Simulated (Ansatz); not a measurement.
## One elementary step

Start structure (BSiH₇O₂, singlet), relaxed at PBE0-D4/def2-TZVP:

B1  (-0.684, 0.055, -0.805)
Si2  (1.167, -0.772, -0.611)
O3  (-1.307, -0.059, -2.005)
O4  (-1.336, 0.715, 0.196)
H5  (0.400, 0.756, 2.795)
H6  (-0.182, 1.139, 3.068)
H7  (2.136, -0.160, -1.561)
H8  (1.693, -0.559, 0.770)
H9  (1.136, -2.239, -0.860)
H10  (-2.176, 0.361, -2.007)
H11  (-0.846, 0.762, 1.020)
(Å)

The step: BSiH₅O₂ ([OH][B]([OH])[SiH3]) + H₂ → BH₃O₂ ([OH][BH][OH]) + SiH₄; bonds formed: B1–H6, Si2–H5; bonds broken: B1–Si2, H5–H6. Computed with Ansatz 0.2.0 (basis: def2-TZVPP and def2-QZVPP); correlated methods freeze the cores. Extrapolation: Hartree–Fock as exp(−7.88 √X), correlation as X^−2.97. Energies below are by CCSD(T) at an estimated basis limit (MP2 extrapolated from triple and quadruple zeta, plus CCSD(T) − MP2 in triple zeta).

Question: What are the electronic barrier and the energy of the step, from the start structure to the end structure? (To be estimated.)

Answer: Computed: Barrier 202.7 kJ/mol; step energy -48.5 kJ/mol (downhill); reverse barrier, their difference, 251.1 kJ/mol. Barrier and step energy count from the start structure, the reverse barrier from the end structure.

The saddle point: One imaginary mode of 1059i cm⁻¹.
```json
{"pair": "B1–H6", "start (Å)": "4.05", "saddle (Å)": "1.35", "end (Å)": "1.20"}
{"pair": "Si2–H5", "start (Å)": "3.81", "saddle (Å)": "1.95", "end (Å)": "1.48"}
{"pair": "B1–Si2", "start (Å)": "2.04", "saddle (Å)": "2.19", "end (Å)": "4.10"}
{"pair": "H5–H6", "start (Å)": "0.75", "saddle (Å)": "1.03", "end (Å)": "4.93"}
```

Zero-point energy (harmonic, PBE0-D4): ZPE is 185.2 kJ/mol at the start and 193.7 kJ/mol at the saddle, so the barrier goes from 202.7 to 211.1 kJ/mol.

No T1 diagnostic of these runs exceeds 0.014.

Labels in which every atom is bracketed show which atoms are joined, not bond orders.

For scale, one of the runs: CCSD(T)/def2-TZVPP, 233 basis functions, launched by `ansatz run in.yaml --threads 4 --pin off --events-out ev --progress --plain --max-ram 9574MiB`. The run took 74 s on 4 CPU threads of an Intel Xeon Platinum 8175M (shared host), with 4.2 GiB of host memory at its peak.
